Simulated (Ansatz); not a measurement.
H₈N₂OSi₂, SMILES `N[SiH](N)O[SiH3]` from Hartree–Fock to CCSD(T)

```xyz
13

N    -1.467   -0.220    1.414
Si   -0.165    0.666    0.772
N    -0.792    1.521   -0.569
O     1.115   -0.182    0.188
Si    1.472   -1.226   -1.016
H    -1.452   -0.552    2.364
H    -2.069   -0.774    0.828
H     0.395    1.442    1.904
H    -1.647    2.044   -0.478
H    -0.172    1.939   -1.243
H     1.672   -0.498   -2.298
H     2.727   -1.937   -0.664
H     0.383   -2.223   -1.201
```

The species carries charge 0 and has multiplicity 1. The geometry is a stationary point of PBE0-D4/def2-TZVP. It is one conformer, not always the lowest. Frozen core, restricted reference, the Gaussian-basis code of Ansatz. CBS rows extrapolate triple and quadruple zeta; past MP2 they add the triple-zeta difference.

| basis | HF (Eh) | MP2 corr. |
| --- | --- | --- |
| def2-TZVPP | -766.57052 | -0.91110 |
| def2-QZVPP | -766.59952 | -0.98072 |

Estimate the CCSD correlation energy and the (T) correction in each basis where they were run (hartree).


| basis | CCSD corr. | (T) |
| --- | --- | --- |
| def2-TZVPP | -0.95717 | -0.03386 |
| CBS(def2) | -1.07836 | as TZ |
